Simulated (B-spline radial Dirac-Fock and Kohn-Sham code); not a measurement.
**Satellites and hypersatellites of the K lines of Pd²⁺**

System: the Pd²⁺ ion, 1s2 2s2 2p6 3s2 3p6 3d10 4s2 4p6 4d8, inside a Watson sphere of charge -2 and radius 1.8 Å (a model of the Madelung potential; inside it an electron's potential energy is raised by 16.0 eV).

The run's input, task.json:

```json
{"items": [{
  "Z": 46,
  "q": 2,
  "cfg": [[1, 0, 2], [2, 0, 2], [2, 1, 6], [3, 0, 2], [3, 1, 6], [3, 2, 10], [4, 0, 2], [4, 1, 6], [4, 2, 8]],
  "A": 106,
  "rrms": 4.5318,
  "watson": [-2, 1.8],
  "do": ["binding", "quiet", "double"]
}]}
```

Launch: `python xray_run.py task.json out`

Method: Dirac-Fock (average of configuration) total-energy differences with a finite nucleus, the Breit interaction including its frequency dependence, and self-energy and vacuum-polarisation corrections. Computed with a B-spline atomic structure program. Each two-hole energy is an average over J within one jj subconfiguration, not an observable level; in light atoms, where LS coupling holds, the j-resolved values are not observed lines, and for a K spectator the Kα1 hypersatellite is nearly forbidden. Electron correlation is not included.

Lines without a spectator: Kα2 (K-L2) 21018.2 eV, Kα1 (K-L3) 21175.3 eV, Kβ3 (K-M2) 23787.4 eV, Kβ1 (K-M3) 23815.5 eV. Shifts in eV with one spectator hole (a dash: not computed, or left out as unreliable):

```
spectator hole     Kα2     Kα1     Kβ3     Kβ1
        K (1s)  +520.7  +534.6  +662.4  +665.3
    L2 (2p1/2)   +56.2   +70.4       –  +150.4
    L3 (2p3/2)   +56.5   +56.2  +135.5       –
    M2 (3p1/2)       –   +7.64  +17.28  +21.13
    M3 (3p3/2)   +5.86       –  +18.28  +17.69
```

With n spectator holes in 2p, averaged over the 2p shell (energies in eV):

| n | KαLⁿ | step | hypersatellite KαʰLⁿ |
| --- | --- | --- | --- |
| 0 | 21122.9 | – | 21652.8 |
| 1 | 21182.9 | +60.1 | 21714.3 |
| 2 | 21244.2 | +61.3 | 21776.9 |
| 3 | 21306.7 | +62.5 | 21840.8 |
| 4 | 21370.4 | +63.7 | 21905.9 |
| 5 | 21435.4 | +65.0 | 21972.3 |
